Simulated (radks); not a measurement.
Task: Species: Se I. Configuration: [Ar] 3d10 4s2 4p3 7s1 (not the ground configuration). All-electron calculation, scalar-relativistic Kohn-Sham, LDA (Slater exchange, Perdew-Wang correlation), spin-polarised, spherical densities, finite nucleus; open shells are filled with parallel spins first; Fermi nuclear charge, rms radius 4.14 fm. Program: a radial shooting solver on a logarithmic mesh with Libxc functionals. Some entries of the table are withheld. Estimate them.

orbital  occ.  eigenvalue (eV)  <1/r> (bohr^-1)
1s up       1        -12492.35            34.51
1s down     1        -12492.16            34.51
2s up       1        -1613.457            7.619
2s down     1        -1613.342            7.619
2p up       3        -1421.727            7.470
2p down     3        -1421.559            7.470
3s up       1        -221.4753            2.485
3s down     1        -221.2318            2.486
3p up       3        -161.5321            2.335
3p down     3        -161.2514            2.336
3d up       5         -62.2504            2.029
3d down     5         -61.8561            2.036
4s up       1         -26.3913           0.7605
4s down     1         -23.9629           0.7635
4p up       3         -14.8842           0.6229
4p down     0         -12.5261           0.6124
7s up       1              (1)              (2)
7s down     0              (3)              (4)

Result: 
(1) 7s up eigenvalue (eV): -0.6695
(2) 7s up <1/r> (bohr^-1): 0.06073
(3) 7s down eigenvalue (eV): -0.5505
(4) 7s down <1/r> (bohr^-1): 0.06355
